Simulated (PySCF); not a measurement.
**How methods differ on the excitation energy of Hf²⁺**

Hf²⁺ [Xe] 4f14 5d2 (3F) → Hf²⁺ [Xe] 4f14 5d1 6s1 (3D), as a difference of total energies. All numbers are calculated (PySCF 2.14, a scalar-relativistic core potential, in aug-cc-pwCVDZ-PP with ECP60MDF (6s6p5d3f, 70 functions)). Correlated levels: valence: 5s2 5p6 frozen. The calculations carry no spin-orbit coupling.

| method | excitation energy (eV) |
| --- | --- |
| UHF | 0.321 |
| MP2 (valence) | 0.298 |
| SCS-MP2 (valence) | 0.313 |
| CCSD (valence) | 0.286 |

Q: How much does correlation contribute at MP2 (valence)?

A: 0.298 − (0.321) = -0.023 eV, measured against UHF.

With two correlated electrons CCSD is exact in that space.

The coupled-cluster amplitudes are large for the upper state (T1 above 0.03 or a double amplitude above 0.15), so a single reference is strained.
